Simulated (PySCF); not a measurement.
Radial density of Se⁺ (selenium, charge +1)

UHF, [Ar] 3d10 4s2 4p3, high-spin 4S determinant. Computed with PySCF 2.14 in Sapporo-DKH3-DZP-2012 (6s5p3d1f, 43 functions), with scalar relativity by spin-free X2C-1e.

```
r (bohr)  4πr²ρ (e/bohr)  4πr²(ρα − ρβ)
0.000843          0.4106         0.0000
 0.00142           1.005         0.0000
 0.00238           2.413        -0.0001
 0.00401           5.526        -0.0001
 0.00674           11.92        -0.0002
  0.0113           22.94         0.0002
  0.0191           36.24         0.0028
  0.0321           42.01         0.0161
  0.0540           35.31         0.0586
  0.0908           39.73         0.1174
   0.153           48.79         0.0491
   0.257           28.08         0.0120
   0.432           32.53         0.2736
   0.727           19.69        -0.0192
    1.22           4.689         1.0113
    2.06           2.626         1.6054
    3.46          0.3976         0.3161
    5.82        0.004897         0.0044
```

Densities and radii are taken from the X2C orbitals without a picture-change correction, which distorts them close to the nucleus.

**Question.** Where is the radial spin density 4πr²(ρα − ρβ) most negative, and why is it negative at all?

**Answer.** Around r = 0.727 bohr, down to -0.0192 e/bohr: exchange with the open shell polarises the paired shells in an unrestricted calculation.
